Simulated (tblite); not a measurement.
Compound: C3H6N2Si.
Cartesian coordinates in Å at the GFN2-xTB level; atoms count from 1:
```xyz
12
C3H6N2Si angstrom
C     -1.9112    0.8000    0.1163
Si    -0.8615   -0.7467   -0.1967
N      0.7545   -0.1470   -0.1912
C      1.7696   -0.3611    0.5109
C      2.9889    0.3363    0.2768
N      3.9789    0.8894    0.1134
H     -2.9513    0.6015   -0.1209
H     -1.8618    1.1200    1.1533
H     -1.5774    1.6267   -0.5030
H     -0.9841   -1.2563   -1.5608
H     -1.1678   -1.7885    0.7947
H      1.8244   -1.0748    1.3459
```

All values are computed: GFN2-xTB (tblite) harmonic vibrations without scaling, gas phase. This tight-binding method is rough: wavenumbers can miss measured ones by several per cent, in bad cases by 10 to 20. Modes of hydrogen on silicon can be 10 to 20 % off. One conformer, not necessarily the lowest.

Harmonic wavenumbers (cm⁻¹): 73.6, 98.2, 101.2, 128.8, 225.5, 252.2, 402.1, 479.9, 515.7, 570.7, 684.8, 756.5, 781.0, 807.4, 830.5, 850.6, 873.4, 991.1, 1292.0, 1363.2, 1482.2, 1484.7, 1718.8, 2192.8, 2279.6, 2367.4, 2810.2, 3036.9, 3048.2, 3052.7.

A = 9711, B = 1179, C = 1099 MHz; mass 98.030 u (most abundant isotopes); point group C1, symmetry number 1.

Task: Zero-point energy?

Result: Half the sum of the wavenumbers: 17776 cm⁻¹ = 50.82 kcal/mol.

Task: Give the ideal-gas entropy at 298.15 K and 1 bar in the rigid-rotor, harmonic-oscillator model (classical rotation).

Result: Translation 39.68, rotation 27.64, vibration 22.04: S = 89.4 cal/(mol K).

Task: And Cp and H(298.15 K) − H(0)?

Result: Cp = 29.85 cal/(mol K), of which vibrations give 21.90 (their classical limit is 30 R = 59.6); H(298.15 K) − H(0) = 5.83 kcal/mol without the zero-point energy, 3.46 from vibrations.

Task: How do the functions run with temperature in this model?

Result: 
| T (K) | S (cal/(mol K)) | Cp (cal/(mol K)) | H − H(0) (kcal/mol) | G − H(0) (kcal/mol) | ln q(vib) |
| --- | --- | --- | --- | --- | --- |
| 50 | 55.1 | 12.3 | 0.47 | -2.29 | 0.27 |
| 100 | 65.2 | 16.7 | 1.21 | -5.31 | 1.21 |
| 373.15 | 96.5 | 34.0 | 8.23 | -27.79 | 6.70 |
| 500 | 107.3 | 39.8 | 12.93 | -40.73 | 9.05 |
| 750 | 125.1 | 47.8 | 23.95 | -69.86 | 13.31 |
| 1000 | 139.6 | 53.2 | 36.61 | -103.00 | 17.12 |

q(vib) and H(0) count from the zero-point level.

Task: Blend soft modes into free rotors: weight 1/[1 + (100 cm⁻¹/ν̃)⁴] for the oscillator and the rest for a rotor with moment μB/(μ + B), μ = h/(8π²ν), B = 10⁻⁴⁴ kg m². What vibrational entropy results?

Result: 20.66 cal/(mol K) in place of 22.04, which changes −T·S at 298.15 K by +0.41 kcal/mol.

Hindered rotation and anharmonicity are outside this model. Other conformers, if any are populated, would add a mixing term that is left out. The structure is chiral; the term R ln 2 for an equal mix with its mirror image is left out.
